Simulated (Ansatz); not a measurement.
[AgF4]- (AgF₄⁻), relaxed as a triplet with UKS PBE0-D4/def2-SVPD in Ansatz, starting from the PBE0-D4/def2-SVPD geometry of the charge -1 singlet. Force threshold 0.02 eV/Å.

In the def2 sets Ag takes a core potential; there is no spin–orbit coupling. At PBE0-D4/def2-SVPD a singlet of charge -1 lies 1.91 eV below the triplet, each at its own geometry.

Start:

Cartesian coordinates in Å:
```
Ag 0.000 0.000 0.000
F -1.133 -0.499 1.466
F -1.407 1.091 -0.716
F 1.133 0.499 -1.466
F 1.407 -1.091 0.716
```

(1) Estimate the energy that the relaxation releases and the steps that it takes.

(2) Does the start keep its bonding and symmetry?

(3) Predict the relaxed structure.

## Answers

(1) 0.24 eV, in 4 steps; 6 s on 4 threads of Arm Neoverse V2 on a shared host. No frequencies were taken in this run, so the end may be a saddle point.

(2) By distances, no bond broke or formed. The bond that changes most is Ag1–F5, from 1.92 to 2.00 Å (atoms count from 1). Point group D4h at the start, D4h at the end, both within 0.05 Å.

(3) 
Cartesian coordinates in Å:
```
Ag 0.0000 0.0000 0.0000
F -1.1823 -0.5207 1.5300
F -1.4683 1.1383 -0.7472
F 1.1823 0.5207 -1.5300
F 1.4683 -1.1383 0.7472
```
Bond lengths: 4 × Ag–F 2.00 Å.
